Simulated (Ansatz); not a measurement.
The cluster Cd3F4⁺. The state is a doublet with charge 1. Geometry r2SCAN-D4/def2-SVP, basis def2-TZVP, Ansatz.

```tsv
atom	x (Å)	y (Å)	z (Å)
Cd1	0.569	-0.415	1.631
Cd2	1.904	-1.762	-1.172
Cd3	-1.413	1.235	-0.510
F4	-2.356	1.987	-2.007
F5	-0.953	0.934	1.550
F6	1.997	-1.717	1.076
F7	0.252	-0.261	-0.568
```

```csv
run,HOMO (eV),LUMO (eV)
A,-10.70,-8.70
B,-11.51,-7.55
C,-10.89,-8.39
D,-10.43,-9.08
E,-10.24,-9.54
```

In the def2 sets Cd takes a core potential; there is no spin–orbit coupling. Another isomer (doublet) lies 0.06 eV lower at r2SCANh-D4/def2-TZVP; other spin states weren't run for this one.

HOMO and LUMO are taken over both spins.

Q: The runs used BHLYP, PBE, PBE0, r2SCAN, r2SCANh. Estimate which is which.

A: A r2SCANh (10 % exact exchange); B BHLYP (50 % exact exchange); C PBE0 (25 % exact exchange); D r2SCAN (0 % exact exchange); E PBE (0 % exact exchange). Exact exchange lowers occupied and raises empty levels; among semilocal functionals meta-GGAs tend to open the gap a little, and such runs are hard to tell apart. The gap grows from 0.70 eV (PBE) to 3.96 eV (BHLYP).
